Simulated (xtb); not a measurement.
CH₄O₃, SMILES OC(O)O. All values are semi-empirical tight-binding results from xtb (GFN2-xTB unless named), good for trends rather than for accurate numbers. Geometry: GFN2-xTB. One conformer was computed; it need not be the lowest.

Optimised geometry:

```xyz
8

O     -0.1610    -0.6982     1.0995
C      0.3370    -0.0257     0.0000
O     -0.0265     1.3147     0.0000
O     -0.1610    -0.6982    -1.0995
H      0.1565    -0.2731     1.9035
H      1.4452    -0.0154     0.0000
H     -0.9926     1.3696     0.0000
H      0.1565    -0.2731    -1.9035
```

```
Item                                            Result
--------------------------------------  --------------
point group as xtb finds it                         Cs
orbital gap                                   13.16 eV
dipole moment                                   1.81 D
zero-point energy                        36.2 kcal/mol
G − E(el) at 298.15 K (modified RRHO)    19.2 kcal/mol
static polarisability (D4 model)            31.5 bohr³
solvation energy, GFN2-xTB/ALPB(water)  -14.4 kcal/mol
solvation energy, GFN2-xTB/ALPB(ether)  -11.4 kcal/mol
```

Computed IR lines (harmonic; lines under 4 % of the strongest left out, lines within 3 cm⁻¹ merged):
ν (cm⁻¹): 169 (w), 297 (vs), 407 (m), 447 (w), 525 (s), 607 (m), 967 (w), 1032 (s), 1060 (vs), 1198 (w), 1277 (vs), 1343 (w), 1351 (s), 2820 (m), 3498 (w), 3553 (w), 3557 (w) (against the strongest line: vs over 80 %, s over 45 %, m over 15 %, w over 4 %, vw less)

Computed atomic charges and the Wiberg bond orders between heavy atoms:
charges (e) O1 -0.43, C2 0.38, O3 -0.47, O4 -0.43, H5 0.32, H6 0.01, H7 0.32, H8 0.32. Bond orders O1–C2 1.00, C2–O3 0.98, C2–O4 1.00.
